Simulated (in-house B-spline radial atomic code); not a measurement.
## Dy2+: [Xe] 4f10

Level of theory: Dirac-Kohn-Sham PBE0, spherical fractional occupations, Fermi nucleus of rms radius 5.2218 fm; calculated with a radial B-spline atomic code at the basis-set limit.

Screening seen three ways: the hydrogenic charge with the same mean radius, Z_r = [3n² - l(l+1)]/(2<r>), the one with the same energy, Z_e = n√(-2ε), and Slater's rules. Values are occupation-weighted means over j. An effective charge above Z reflects the relativistic contraction of the inner shells.

```csv
shell,electrons,ε (eV),<r> (bohr),Z_r,Z_e,Slater
1s,2,-53735,0.02112,71.03,62.84,65.70
2s,2,-8987.7,0.0892,67.26,51.40,61.85
2p,6,-8010,0.0791,63.21,48.53,61.85
3s,2,-2025.5,0.2339,57.72,36.60,54.75
3p,6,-1720.4,0.2325,53.75,33.73,54.75
3d,10,-1310.9,0.2121,49.52,29.45,44.85
4s,2,-418.88,0.5299,45.29,22.19,38.25
4p,6,-317.04,0.5607,41.02,19.31,38.25
4d,10,-173.6,0.6103,34.41,14.29,26.85
5s,2,-66.174,1.305,28.73,11.03,11.75
5p,6,-41.549,1.532,23.82,8.74,11.75
4f,10,-18.154,0.8655,20.80,4.62,16.85
```

The least bound orbital is 4f7/2 at -17.77 eV, while the most diffuse is 5p3/2 (<r> = 1.565 bohr against 0.8732 bohr): energy order and size order differ.

Spin-orbit splittings of the orbital energies (j = l + 1/2 above j = l - 1/2 when positive): 2p 800.7 eV, 3p 167.1 eV, 3d 36.38 eV, 4p 37.45 eV, 4d 6.823 eV, 5p 4.833 eV, 4f 0.9025 eV.

For the 1s electron the small component carries 6.07 % of the norm, the zero-frequency Breit interaction raises the level by 166.9 eV, self-energy by 100.8 eV, and vacuum polarisation lowers it by 16.92 eV.

Caution: exact exchange at fractional occupations of open shells leaves self-interaction of up to several eV.
